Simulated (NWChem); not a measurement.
System: BNH3, doublet; SMILES [NH]B

Here is an NWChem input.

```
start job
memory heap 200 mb stack 900 mb global 1100 mb
geometry units angstroms noautoz
  B      0.042146     0.707195     0.000000
  N      0.088982    -0.623763     0.000000
  H     -1.029244     1.291226     0.000000
  H      1.076523     1.357574     0.000000
  H      0.194109    -1.621845     0.000000
end
basis spherical
  B library def2-svpd
  N library def2-svpd
  H library def2-svpd
end
dft
  odft
  mult 2
  xc xpbe96 cpbe96
  iterations 200
  cgmin
end
task dft gradient
```

Output (shortened):

```
             Northwest Computational Chemistry Package (NWChem) 7.3.0
             --------------------------------------------------------

 CS  symmetry detected

                             Geometry "geometry" -> ""
                             -------------------------

 Output coordinates in angstroms (scale by  1.889725989 to convert to a.u.)

  No.       Tag          Charge          X              Y              Z
 ---- ---------------- ---------- -------------- -------------- --------------
    1 B                    5.0000     0.00023495     0.69471650     0.00000000
    2 N                    7.0000    -0.00997727    -0.63702616     0.00000000
    3 H                    1.0000    -1.04515772     1.32409946     0.00000000
    4 H                    1.0000     1.06151866     1.30019608     0.00000000
    5 H                    1.0000     0.05230518    -1.63869490     0.00000000

 Effective nuclear repulsion energy (a.u.)      26.9980824856

      Symmetry information
      --------------------

 Group name             Cs
 Group number              2
 Group order               2
 No. of unique centers     5

  pbe96 is a nonlocal functional; adding pw91lda local functional.

                                 NWChem DFT Module
                                 -----------------

 Summary of "ao basis" -> "ao basis" (spherical)
 ------------------------------------------------------------------------------
       Tag                 Description            Shells   Functions and Types
 ---------------- ------------------------------  ------  ---------------------
 B                         def2-svpd                 8       20   4s2p2d
 N                         def2-svpd                 8       20   4s2p2d
 H                         def2-svpd                 4        8   2s2p

      Symmetry analysis of basis
      --------------------------

        a'         46
        a"         18

            General Information
            -------------------
          SCF calculation type: DFT
          Wavefunction type:  spin polarized.
          No. of atoms     :     5
          No. of electrons :    15
           Alpha electrons :     8
            Beta electrons :     7
          Charge           :     0
          Spin multiplicity:     2
          Use of symmetry is: on ; symmetry adaption is: on
          Maximum number of iterations: 200
          AO basis - number of functions:    64
                     number of shells:    28
          Convergence on energy requested:  1.00D-06
          Convergence on density requested:  1.00D-05
          Convergence on gradient requested:  5.00D-04

              XC Information
              --------------
          PerdewBurkeErnzerhof Exchange Functional  1.000
            Perdew 1991 LDA Correlation Functional  1.000 local
           PerdewBurkeErnz. Correlation Functional  1.000 non-local

             Grid Information
             ----------------
          Grid used for XC integration:  medium
          Radial quadrature: Mura-Knowles
          Angular quadrature: Lebedev.
          Tag              B.-S. Rad. Rad. Pts. Rad. Cut. Ang. Pts.
          ---              ---------- --------- --------- ---------
          B                   0.85       49           9.0       434
          N                   0.65       49           8.0       434
          H                   0.35       45          10.0       434
          Grid pruning is: on
          Number of quadrature shells:   233
          Spatial weights used:  Erf1

      Superposition of Atomic Density Guess
      -------------------------------------

 Sum of atomic energies:         -80.24651668

      Non-variational initial energy
      ------------------------------

 Total energy =     -80.922286
 1-e energy   =    -160.311111
 2-e energy   =      52.390742
 HOMO         =      -0.255839
 LUMO         =       0.030740

   Symmetry analysis of molecular orbitals - initial alpha
   -------------------------------------------------------

  Numbering of irreducible representations:

     1 a'          2 a"

  Orbital symmetries:

     1 a'          2 a'          3 a'          4 a'          5 a'
     6 a'          7 a"          8 a'          9 a"         10 a'
    11 a'         12 a'         13 a'         14 a'         15 a"
    16 a'         17 a"         18 a'

   Symmetry analysis of molecular orbitals - initial beta
   ------------------------------------------------------

  Numbering of irreducible representations:

     1 a'          2 a"

  Orbital symmetries:

     1 a'          2 a'          3 a'          4 a'          5 a'
     6 a'          7 a"          8 a'          9 a"         10 a'
    11 a'         12 a'         13 a'         14 a'         15 a"
    16 a'         17 a"         18 a'

 ----------------------------------------------
         Quadratically convergent UKS

 Convergence threshold     :          5.000E-04
 Maximum no. of iterations :          200
 Integral*density screening:          1.000E-08
 ----------------------------------------------

              iter       energy          gnorm     gmax       time
             ----- ------------------- --------- --------- --------
                 1      -81.1430645748  5.19D-01  1.38D-01      0.3
                 2      -81.1702534066  3.14D-01  6.71D-02      1.0
                 3      -81.1821491961  1.63D-02  5.77D-03      1.8
                 4      -81.1822385740  3.89D-03  1.89D-03      3.1
                 5      -81.1822442573  1.07D-03  5.44D-04      4.3
                 6      -81.1822447110  3.05D-04  1.60D-04      5.4

         Total DFT energy =      -81.182244711018
      One electron energy =     -162.057655523696
           Coulomb energy =       65.754139306388
    Exchange-Corr. energy =      -11.876810979270
 Nuclear repulsion energy =       26.998082485561

 Numeric. integr. density =       14.999999457600

                    DFT Final Alpha Molecular Orbital Analysis
                    ------------------------------------------

 Vector    6  Occ=1.000000D+00  E=-3.569274D-01  Symmetry=a'
              MO Center= -6.0D-02,  3.5D-01,  1.9D-16, r^2= 1.8D+00
   Bfn.  Coefficient  Atom+Function         Bfn.  Coefficient  Atom+Function
  ----- ------------  ---------------      ----- ------------  ---------------
    25      0.379637  2 N  px                 5      0.358643  1 B  px
    41      0.255952  3 H  s                 49     -0.224110  4 H  s
     8     -0.209767  1 B  px                28     -0.210385  2 N  px
    46     -0.041615  3 H  px                54     -0.039938  4 H  px
    50      0.033769  4 H  s                  6     -0.031886  1 B  py

 Vector    7  Occ=1.000000D+00  E=-2.786332D-01  Symmetry=a"
              MO Center= -6.4D-03, -4.1D-01,  9.3D-17, r^2= 1.1D+00
   Bfn.  Coefficient  Atom+Function         Bfn.  Coefficient  Atom+Function
  ----- ------------  ---------------      ----- ------------  ---------------
    27      0.552448  2 N  pz                30     -0.343175  2 N  pz
     7      0.266633  1 B  pz                10     -0.125323  1 B  pz
    17      0.039986  1 B  d -1              12      0.034588  1 B  d -1
    64     -0.025415  5 H  pz

 Vector    8  Occ=1.000000D+00  E=-2.294258D-01  Symmetry=a'
              MO Center= -3.9D-03,  1.6D-01,  1.7D-16, r^2= 2.2D+00
   Bfn.  Coefficient  Atom+Function         Bfn.  Coefficient  Atom+Function
  ----- ------------  ---------------      ----- ------------  ---------------
    25      0.510515  2 N  px                28     -0.346876  2 N  px
    49      0.273105  4 H  s                 41     -0.266876  3 H  s
     5     -0.189117  1 B  px                50      0.106975  4 H  s
    42     -0.105952  3 H  s                  8      0.088919  1 B  px
    16      0.074692  1 B  d -2              24      0.061726  2 N  s

 Vector    9  Occ=0.000000D+00  E=-3.051523D-02  Symmetry=a"
              MO Center=  2.2D-03,  6.6D-01, -8.3D-16, r^2= 2.5D+00
   Bfn.  Coefficient  Atom+Function         Bfn.  Coefficient  Atom+Function
  ----- ------------  ---------------      ----- ------------  ---------------
     7      0.509483  1 B  pz                10     -0.475095  1 B  pz
    27     -0.310153  2 N  pz                30      0.266923  2 N  pz
    17     -0.123623  1 B  d -1              64      0.105202  5 H  pz
    48     -0.070095  3 H  pz                56     -0.069983  4 H  pz
    12     -0.025428  1 B  d -1

 Vector   10  Occ=0.000000D+00  E= 9.105776D-03  Symmetry=a'
              MO Center=  7.1D-02, -1.1D+00,  4.4D-16, r^2= 7.1D+00
   Bfn.  Coefficient  Atom+Function         Bfn.  Coefficient  Atom+Function
  ----- ------------  ---------------      ----- ------------  ---------------
    24     -4.336547  2 N  s                  3      4.074443  1 B  s
    58      1.915776  5 H  s                  4     -1.707436  1 B  s
    63      0.912011  5 H  py                 9     -0.634629  1 B  py
    42     -0.487279  3 H  s                 50     -0.422565  4 H  s
    22      0.278217  2 N  s                 40      0.210573  2 N  d  2

 Vector   11  Occ=0.000000D+00  E= 3.278100D-02  Symmetry=a'
              MO Center= -5.1D-05,  6.0D-01,  3.1D-16, r^2= 9.6D+00
   Bfn.  Coefficient  Atom+Function         Bfn.  Coefficient  Atom+Function
  ----- ------------  ---------------      ----- ------------  ---------------
    24      8.615143  2 N  s                 58     -3.403720  5 H  s
     9      2.581120  1 B  py                 4     -2.357428  1 B  s
     3     -1.697510  1 B  s                 63     -1.323574  5 H  py
    50     -0.476173  4 H  s                 42     -0.406813  3 H  s
    40     -0.339996  2 N  d  2              18      0.315830  1 B  d  0

                     DFT Final Beta Molecular Orbital Analysis
                     -----------------------------------------

 Vector    5  Occ=1.000000D+00  E=-3.678435D-01  Symmetry=a'
              MO Center=  2.4D-02,  1.0D+00,  2.4D-17, r^2= 1.6D+00
   Bfn.  Coefficient  Atom+Function         Bfn.  Coefficient  Atom+Function
  ----- ------------  ---------------      ----- ------------  ---------------
    24      0.429506  2 N  s                  6     -0.385989  1 B  py
     9      0.300659  1 B  py                49      0.271535  4 H  s
    41      0.263767  3 H  s                 26      0.213133  2 N  py
     2      0.178683  1 B  s                 22     -0.138098  2 N  s
    57      0.138562  5 H  s                  1      0.124559  1 B  s

 Vector    6  Occ=1.000000D+00  E=-3.254922D-01  Symmetry=a'
              MO Center= -2.0D-02,  6.5D-01,  2.6D-16, r^2= 1.8D+00
   Bfn.  Coefficient  Atom+Function         Bfn.  Coefficient  Atom+Function
  ----- ------------  ---------------      ----- ------------  ---------------
     5      0.411552  1 B  px                41      0.276503  3 H  s
    49     -0.266271  4 H  s                  8     -0.263427  1 B  px
    25      0.254611  2 N  px                28     -0.132740  2 N  px
    54     -0.043100  4 H  px                50      0.042288  4 H  s
    46     -0.041899  3 H  px                42     -0.039661  3 H  s

 Vector    7  Occ=1.000000D+00  E=-2.648303D-01  Symmetry=a"
              MO Center= -5.2D-03, -3.6D-01,  4.1D-17, r^2= 1.2D+00
   Bfn.  Coefficient  Atom+Function         Bfn.  Coefficient  Atom+Function
  ----- ------------  ---------------      ----- ------------  ---------------
    27      0.528837  2 N  pz                30     -0.328208  2 N  pz
     7      0.295158  1 B  pz                10     -0.147966  1 B  pz
    17      0.040524  1 B  d -1              12      0.036465  1 B  d -1
    64     -0.031008  5 H  pz

 Vector    8  Occ=0.000000D+00  E=-1.642374D-01  Symmetry=a'
              MO Center= -1.1D-02, -1.3D-01,  4.7D-17, r^2= 2.1D+00
   Bfn.  Coefficient  Atom+Function         Bfn.  Coefficient  Atom+Function
  ----- ------------  ---------------      ----- ------------  ---------------
    25      0.527731  2 N  px                28     -0.370178  2 N  px
    49      0.222536  4 H  s                 41     -0.217195  3 H  s
    42     -0.134942  3 H  s                 50      0.134903  4 H  s
    16      0.114616  1 B  d -2               5     -0.105962  1 B  px
    24      0.099827  2 N  s                 62     -0.070578  5 H  px

 Vector    9  Occ=0.000000D+00  E=-2.822979D-02  Symmetry=a"
              MO Center=  1.7D-03,  5.9D-01, -8.6D-16, r^2= 2.6D+00
   Bfn.  Coefficient  Atom+Function         Bfn.  Coefficient  Atom+Function
  ----- ------------  ---------------      ----- ------------  ---------------
     7      0.506841  1 B  pz                10     -0.483298  1 B  pz
    27     -0.326871  2 N  pz                30      0.279927  2 N  pz
    17     -0.134851  1 B  d -1              64      0.117759  5 H  pz
    48     -0.055166  3 H  pz                56     -0.054203  4 H  pz
    12     -0.027892  1 B  d -1              61      0.025567  5 H  pz

 Vector   10  Occ=0.000000D+00  E= 1.465950D-02  Symmetry=a'
              MO Center=  6.7D-02, -8.7D-01,  2.4D-16, r^2= 7.8D+00
   Bfn.  Coefficient  Atom+Function         Bfn.  Coefficient  Atom+Function
  ----- ------------  ---------------      ----- ------------  ---------------
     3      4.065395  1 B  s                 24     -3.681051  2 N  s
     4     -1.928209  1 B  s                 58      1.701165  5 H  s
    63      0.840335  5 H  py                42     -0.569454  3 H  s
    50     -0.511975  4 H  s                  9     -0.403016  1 B  py
    22      0.255373  2 N  s                 46     -0.189445  3 H  px

            General Information
            -------------------
          SCF calculation type: DFT
          Wavefunction type:  spin polarized.
          No. of atoms     :     5
          No. of electrons :    15
           Alpha electrons :     8
            Beta electrons :     7
          Charge           :     0
          Spin multiplicity:     2
          Use of symmetry is: on ; symmetry adaption is: on
          Maximum number of iterations: 200
          AO basis - number of functions:    64
                     number of shells:    28
          Convergence on energy requested:  1.00D-06
          Convergence on density requested:  1.00D-05
          Convergence on gradient requested:  5.00D-04

              XC Information
              --------------
          PerdewBurkeErnzerhof Exchange Functional  1.000
            Perdew 1991 LDA Correlation Functional  1.000 local
           PerdewBurkeErnz. Correlation Functional  1.000 non-local

             Grid Information
             ----------------
          Grid used for XC integration:  medium
          Radial quadrature: Mura-Knowles
          Angular quadrature: Lebedev.
          Tag              B.-S. Rad. Rad. Pts. Rad. Cut. Ang. Pts.
          ---              ---------- --------- --------- ---------
          B                   0.85       49           9.0       434
          N                   0.65       49           8.0       434
          H                   0.35       45          10.0       434
          Grid pruning is: on
          Number of quadrature shells:   233
          Spatial weights used:  Erf1

[...]

                         DFT ENERGY GRADIENTS

    atom               coordinates                        gradient
                 x          y          z           x          y          z
   1 B       0.000444   1.312824   0.000000    0.000139   0.007060   0.000000
   2 N      -0.018854  -1.203805   0.000000    0.000460  -0.007682   0.000000
   3 H      -1.975062   2.502185   0.000000    0.002081  -0.003077   0.000000
   4 H       2.005979   2.457014   0.000000   -0.002204  -0.002987   0.000000
   5 H       0.098842  -3.096684   0.000000   -0.000476   0.006686   0.000000
```

Level: PBE/def2-SVPD, spin-unrestricted. In the optimisation the excess spin sits in a' (Cs, its own frame). All runs use the structure optimised with PBE0/def2-SVP, spin-unrestricted. No stability test was run on the SCF state.
